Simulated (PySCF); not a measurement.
# Worked example: chemical shift, span and skew from a shielding tensor

Be(NMe2)(SeH) (C2H7BeNSe), SMILES C[N](C)[Be][SeH]. Atoms are numbered in the order given.

```xyz
12

Be    -0.2790    -0.0057     0.0000
N     -1.7811    -0.0022     0.0000
C     -2.5822     0.0025    -1.2099
C     -2.5822     0.0025     1.2099
H     -3.2431    -0.8847    -1.2651
H     -3.2295     0.8995    -1.2678
H     -1.9404    -0.0040    -2.1059
H     -3.2295     0.8995     1.2678
H     -3.2431    -0.8847     1.2651
H     -1.9404    -0.0040     2.1059
Se     1.7518    -0.0422     0.0000
H      1.8355     1.4236     0.0000
```

Coordinates come from a ωB97X-D3(BJ)/def2-SVP optimisation. The structure was generated by enumeration; whether it is a known compound was not checked. One conformer was computed; it need not be the lowest.

GIAO shieldings from HF/pcSseg-1 in PySCF, non-relativistic, no solvent. The symmetric part of the tensor of Se11 has the principal values 2200.5, 2359.8, 2657.2 ppm. The same nucleus in Me2Se has σ = 1942.8 ppm at this level (PySCF, at its B3LYP-D3(BJ)/def2-TZVP geometry).

Q: Work out the isotropic shielding, the ⁷⁷Se shift against Me2Se, the span and the skew.

A: 
σ(iso) = (σ11 + σ22 + σ33)/3 = 2405.8 ppm. δ = σ(ref) − σ(iso) = 1942.8 − (2405.8) = -463.0 ppm.
Span Ω = σ33 − σ11 = 456.7 ppm. Skew κ = 3(σ(iso) − σ22)/Ω = 0.30. Tumbling in solution averages the tensor to δ; in a static solid the shielding alone would spread this spin-1/2 line over Ω.
